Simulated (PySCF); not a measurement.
Zn(Cl)(SH) (ClHSZn), SMILES [SH][Zn][Cl]. Geometry optimised at B3LYP-D3(BJ)/def2-TZVP. The values are those of a single conformer.

The numbers are results of B3LYP-D3(BJ)/def2-TZVP (PySCF 2.14.0), not measurements.

Harmonic wavenumbers (cm⁻¹): 97, 103, 332, 475, 669, 2660. Rotational constants (GHz): 286.8, 1.611, 1.602; symmetry number 1.

Work out the zero-point energy and the ideal-gas rigid-rotor harmonic-oscillator thermochemistry at 298.15 K and 1 atm.

ZPE = ½ Σ hcν = ½ × 4336 cm⁻¹ = 6.20 kcal/mol. H − E(el) = 9.96 kcal/mol. Entropy in cal/(mol K): translation 40.59, rotation 23.59, vibration 9.23, total 73.41. G − E(el) = -11.92 kcal/mol. Cp = 15.66 cal/(mol K). Modes under 150 cm⁻¹ make the vibrational entropy uncertain.
